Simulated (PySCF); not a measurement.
Si(H)3(nPr) (C3H10Si), SMILES [SiH3]CCC.

Geometry optimised at B3LYP-D3(BJ)/def2-SVP. One conformer was computed; it need not be the lowest.

The numbers are results of PBE/def2-TZVP run with PySCF, not measurements.

Symmetry labels are those of the subgroup Cs that the program uses (full group Cs).

Computed valence orbital energies around the gap with their symmetry:
```csv
orbital,symmetry,energy (eV)
HOMO−7,A',-10.23
HOMO−6,A',-9.68
HOMO−5,A",-9.48
HOMO−4,A',-8.39
HOMO−3,A",-8.06
HOMO−2,A',-7.91
HOMO−1,A",-7.86
HOMO,A',-7.22
LUMO,A',-0.10
LUMO+1,A',0.67
LUMO+2,A",0.82
LUMO+3,A',0.86
```
